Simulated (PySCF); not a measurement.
**TlIn: from constants to spectrum**

UHF-CCSD(T) constants of TlIn, ³Π (triplet), unpaired electrons σ ↑, π ↑ (basis Tl def2-SVP with ECP60, In def2-SVP with ECP28; scalar-relativistic core potentials; PySCF 2.14; masses 204.9744 and 114.9039 u):

| Item | Value |
| --- | --- |
| ωe | 101.0 cm⁻¹ |
| ωexe | 0.238 cm⁻¹ |
| Be | 0.023811 cm⁻¹ |
| αe | 8.34e-05 cm⁻¹ |
| D (centrifugal) | 5.29e-09 cm⁻¹ |
| De to Tl + In | 1.02 eV |

(1) Give the vibrational terms G(v) and spacings up to v = 3.

(2) How well does the Morse estimate ωe²/(4ωexe) reproduce De, and what is D0?

Correlated steps freeze 8 core orbitals. Correlated levels converge slowly with the basis: in double zeta they bind strong bonds too weakly, by up to about 1 eV, and carry superposition errors of some tenths. These are scalar-relativistic numbers at best; spin–orbit coupling would shift them, the dissociation energy most. The state is the lowest determinant that a PBE0 search found; another state may lie lower at other levels.

Results:

(1) G(v) = ωe(v+½) − ωexe(v+½)².

```json
{"v": "0", "G(v) (cm⁻¹)": "50", "G(v) − G(v−1)": "", "Bv (cm⁻¹)": "0.02377"}
{"v": "1", "G(v) (cm⁻¹)": "151", "G(v) − G(v−1)": "101", "Bv (cm⁻¹)": "0.02369"}
{"v": "2", "G(v) (cm⁻¹)": "251", "G(v) − G(v−1)": "100", "Bv (cm⁻¹)": "0.02360"}
{"v": "3", "G(v) (cm⁻¹)": "351", "G(v) − G(v−1)": "100", "Bv (cm⁻¹)": "0.02352"}
```

(2) It gives 1.33 eV, 130 % of the computed De. D0 = De − G(0) = 1.02 − 0.01 = 1.01 eV.
